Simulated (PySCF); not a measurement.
Species: C4F4N2O.
SMILES: `N#CC(F)(C#N)OC(F)(F)F`

All values: wB97X-D/def2-SVPD (PySCF, non-relativistic), on one gas-phase PBE0-D3(BJ)/def2-SVP geometry that isn't relaxed in the solvent. The solvent is an IEF-PCM continuum (cavity from Bondi-type radii × 1.2), and excitations are vertical TDDFT with non-equilibrium linear response and a frozen core. Only the electrostatic response of the medium enters.

Gas-phase singlets (H = HOMO, L = LUMO):

```
state  E (eV)  λ (nm)      f  leading configurations
   S1   7.063     176  0.000      H→L 60%, H→L+1 12%
   S2   7.411     167  0.000    H-1→L 20%, H-3→L 17%
   S3   7.433     167  0.000    H→L+1 36%, H-1→L 24%
   S4   7.499     165  0.001    H-1→L+1 51%, H→L 16%
   S5   7.793     159  0.001  H-3→L 23%, H-2→L+1 18%
```

**Question.** How does the list change in benzene (ε = 2.271)?

**Answer.** 
```
state  E (eV)  λ (nm)      f  leading configurations  change by rank (eV)
   S1   7.088     175  0.000      H→L 58%, H→L+1 12%               +0.025
   S2   7.417     167  0.000    H-1→L 20%, H-3→L 19%               +0.006
   S3   7.445     167  0.000    H→L+1 37%, H-1→L 22%               +0.012
   S4   7.503     165  0.002    H-1→L+1 46%, H→L 16%               +0.004
   S5   7.790     159  0.001    H-3→L 22%, H-2→L 17%               -0.003
```

**Question.** Give the list for dimethylsulfoxide (ε = 46.83), n² = 2.19.

**Answer.** 
```csv
state,E (eV),λ (nm),f,leading configurations,change by rank (eV)
S1,7.123,174,0.000,"H→L 54%, H→L+1 14%",+0.060
S2,7.425,167,0.000,"H-3→L 21%, H-1→L 20%",+0.014
S3,7.470,166,0.000,"H→L+1 38%, H-1→L 20%",+0.037
S4,7.517,165,0.002,"H-1→L+1 39%, H→L 18%",+0.018
S5,7.799,159,0.001,"H-3→L 21%, H-3→L+1 17%",+0.006
```

**Question.** How do the frontier levels move from gas to dimethylsulfoxide?

**Answer.** 
```json
{"orbital": "LUMO+2", "gas (eV)": "1.79", "solvent (eV)": "2.03", "change (eV)": "+0.24"}
{"orbital": "LUMO+1", "gas (eV)": "-0.04", "solvent (eV)": "0.15", "change (eV)": "+0.19"}
{"orbital": "LUMO", "gas (eV)": "-0.29", "solvent (eV)": "-0.07", "change (eV)": "+0.22"}
{"orbital": "HOMO", "gas (eV)": "-12.98", "solvent (eV)": "-12.84", "change (eV)": "+0.14"}
{"orbital": "HOMO-1", "gas (eV)": "-13.17", "solvent (eV)": "-12.98", "change (eV)": "+0.19"}
{"orbital": "HOMO-2", "gas (eV)": "-13.41", "solvent (eV)": "-13.21", "change (eV)": "+0.20"}
{"orbital": "HOMO-3", "gas (eV)": "-13.64", "solvent (eV)": "-13.47", "change (eV)": "+0.17"}
```

The HOMO–LUMO gap goes from 12.69 to 12.77 eV. Rows go by rank; for LUMO+2 the atom shares or the degeneracy differ between the runs, so the row needn't follow one orbital.

The values belong to the conformer `[N:1]#[C:2][C:3]([F:4])([C:5]#[N:6])[O:7][C:8]([F:9])([F:10])[F:11]`: C2–C3–O7–C8 170°, C3–O7–C8–F9 43°.
